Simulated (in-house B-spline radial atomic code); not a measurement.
Ionising Pb⁺ with different functionals

Computed with an all-electron radial atomic-structure program (B-spline basis): scalar-relativistic (spin-free X2C) Hamiltonian, Fermi nucleus of rms radius 5.5012 fm, spin-polarised at highest spin, spherical fractional occupations for the functionals, the average over the highest-spin determinants for Hartree-Fock. The ionisation energy is the difference of two self-consistent energies, [Xe] 4f14 5d10 6s2 6p1 → [Xe] 4f14 5d10 6s2, without Breit or QED terms; ε is the level of the shell that loses the electron (its least bound occupied spin orbital). There is no spin-orbit coupling in this Hamiltonian.

Hybrids are left out here: with spherical fractional occupations of an open shell their exact exchange keeps a self-interaction that integer-occupation calculations don't have.

```
           method          rung  ΔSCF (eV)  -ε(6p) (eV)
     Hartree-Fock  Hartree-Fock      13.15        13.34
         LDA VWN5           LDA      13.98        10.47
         LDA PW92           LDA      13.97        10.46
LDA exchange-only           LDA      12.98         9.58
              PBE           GGA      13.69        10.24
           PBEsol           GGA      13.71        10.28
             BLYP           GGA      13.69        10.14
             RPBE           GGA      13.58        10.15
             PW91           GGA      13.77        10.31
             BP86           GGA      13.84        10.40
             AM05           GGA      13.66        10.23
             OLYP           GGA      13.41         9.96
             TPSS      meta-GGA      13.52        10.15
             SCAN      meta-GGA      13.82        10.40
           r2SCAN      meta-GGA      13.57        10.34
          revTPSS      meta-GGA      13.49        10.14
```

(1) How do they compare with the NIST value?

Answers

(1) NIST lists 15.032 eV (measured, ground level to ground level). Errors run from -2.05 to -1.06 eV. The correlated functionals all miss on the same side by more than they spread, so the cause is common to them (spin-orbit coupling, Breit-QED terms, multiplet and fine-structure energies, or a listed next ion that isn't the cheapest removal here) and closeness doesn't rank the functionals. Hartree-Fock also lacks correlation.
